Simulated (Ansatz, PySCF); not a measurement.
This singlet lies 1.09 eV below the relaxed triplet at the level frozen-core CCSD(T)/cc-pVTZ // B3LYP-D3(BJ)/def2-TZVP (Ansatz, a quantum-chemistry and plane-wave program).

B3LYP has the VWN-RPA correlation part, as in Gaussian. 

**H3ClGeSi, SMILES `[SiH3][Ge][Cl]` (lower singlet) (charge 0, multiplicity 1)**

The numbers are results of B3LYP-D3(BJ)/def2-TZVP (PySCF 2.14.0), not measurements.

- HOMO = -6.41 eV
- dipole moment = 1.66 D
- HOMO–LUMO gap = 2.92 eV
- LUMO = -3.49 eV
- total energy = -76971.11 eV
- cost = about 40 core-seconds (a rough figure)

Bonds (Å): Si1–Ge2 2.502, Si1–H4 1.482, Si1–H5 1.490, Si1–H6 1.489, Ge2–Cl3 2.214. Bond angles (°): Ge2–Si1–H4 114.9, Ge2–Si1–H5 108.2, Ge2–Si1–H6 108.4, H4–Si1–H5 109.1, H4–Si1–H6 109.1, H5–Si1–H6 106.8, Si1–Ge2–Cl3 95.9.
